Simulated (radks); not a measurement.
Task: Spherical quantum dot in the effective-mass picture: electrons in a hard-walled sphere of radius 1.28, with a point charge +2 (a donor) at the centre, all in effective atomic units (hartree* = m*/eps^2 hartree, bohr* = eps/m* bohr), one dielectric constant everywhere. Method: non-relativistic Kohn-Sham, exchange-only LDA, spin-polarised, spherical densities; computed with a radial shooting solver with Libxc functionals. Levels are named by radial order and angular momentum (1s, 1p, 1d, 2s, ...), and open shells are averaged over m. Results are scaled to m* = 0.139 and eps = 5.6, for which hartree* = 120.6 meV and bohr* = 2.132 nm. At N = 17 the configuration is 1s2 1p6 1d(up 5, down 4). Does electron 18 go into 1d down or 2s up or 2s down?

Result: Into 1d down. The total energies of the other choices lie higher by 94.7 meV (2s up), 98.3 meV (2s down).
